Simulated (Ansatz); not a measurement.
Input for Ansatz (a quantum-chemistry and plane-wave program): R-CCSD(T)/def2-SVP on FH3PbSi (SMILES [F][Pb][SiH3]), a point of a torsion scan. Elements past Kr take the def2 small-core potentials; no spin–orbit coupling. The run froze 15 orbitals, filled d shells among them.

Ansatz 0.2 input:
```yaml
crystal:
  periodic: [false, false, false]
  atoms:
    - {symbol: F, position_ang: [2.71958884, 0.78445296, -0.02334464]}
    - {symbol: Pb, position_ang: [1.78777619, -1.11799362, 0.02267004]}
    - {symbol: Si, position_ang: [-0.68882693, -0.06359661, 0.00287558]}
    - {symbol: H, position_ang: [-0.80817936, 1.38810113, -0.03059200]}
    - {symbol: H, position_ang: [-1.50330943, -0.46928929, 1.15887156]}
    - {symbol: H, position_ang: [-1.50712509, -0.52193462, -1.13058282]}
basis:
  gaussian:
    orbitals: def2-SVP
magnetization: {spin_polarized: false}
correlation: {method: ccsd_t, electrons: outside_noble_gas}
scf: {lower_state_search: off}
```

What total energy does the run end on?

-582.1703 hartree (reference determinant -581.7760, T1 diagnostic 0.020).
